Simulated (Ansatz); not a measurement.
Total energies of C₃H₉NbO₄, SMILES `C[O][Nb](=[O])([O]C)[O]C`.

```xyz
17

C     0.740   -0.548   -2.973
O     0.363   -0.819   -1.654
Nb    0.003    0.027   -0.003
O     0.215    1.705   -0.205
O     1.208   -0.567    1.325
C     2.205   -0.110    2.194
O    -1.782   -0.286    0.530
C    -2.980    0.376    0.814
H     0.883    0.526   -3.134
H     1.675   -1.067   -3.205
H    -0.033   -0.906   -3.660
H     1.920   -0.322    3.229
H     3.146   -0.626    1.981
H     2.363    0.969    2.086
H    -2.874    1.460    0.693
H    -3.285    0.165    1.843
H    -3.768    0.022    0.141
```

The species carries charge 0 and has multiplicity 1. Correlated methods include outer-core shells of Nb, which these sets cover unevenly. Nb: def2 effective core potential. The structure was optimised at the PBE0-D4/def2-TZVP level. It is one conformer, not always the lowest. Basis def2-TZVPP, Ansatz 0.2.0.

RPA on PBE orbitals: Hartree–Fock energy of these orbitals -474.90105 Eh, correlation -2.98160 Eh (frozen core).

```
 functional  energy without D4 (Eh)  D4 term (kJ/mol)
LDA (SPW92)              -474.63799                 –
    ωB97X-V              -477.82214                 –
```

Give the same for PBE, revPBE, BLYP, r2SCAN, B97M-V, PBE0, B3LYP, r2SCANh, r2SCAN0, HSE06 (plane-wave form), BHLYP, CAM-B3LYP, LC-ωPBE, ωB97M-V, B2PLYP, PBE-QIDH. (An estimate is asked.)

Ansatz gave: 
```tsv
functional	energy without D4 (Eh)	D4 term (kJ/mol)
PBE	-477.55526	-35.4
revPBE	-477.92471	-102.3
BLYP	-477.88595	-75.2
r2SCAN	-477.82184	-9.7
B97M-V	-477.92240	–
PBE0	-477.51550	-30.5
B3LYP	-478.03267	-56.2
r2SCANh	-477.77117	-10.3
r2SCAN0	-477.69811	-11.3
HSE06 (plane-wave form)	-477.49426	-28.6
BHLYP	-477.65234	-44.0
CAM-B3LYP	-477.79586	-31.1
LC-ωPBE	-477.75563	–
ωB97M-V	-477.74880	–
B2PLYP	-477.62321	–
PBE-QIDH	-477.40221	–
```

B3LYP takes the VWN-RPA correlation (the form of Gaussian; ORCA's B3LYP/G). HSE06 is the plane-wave form, built on full-range PBE exchange. The double hybrids freeze the cores in their second-order part.

LC-ωPBE has ω = 0.4 bohr⁻¹.
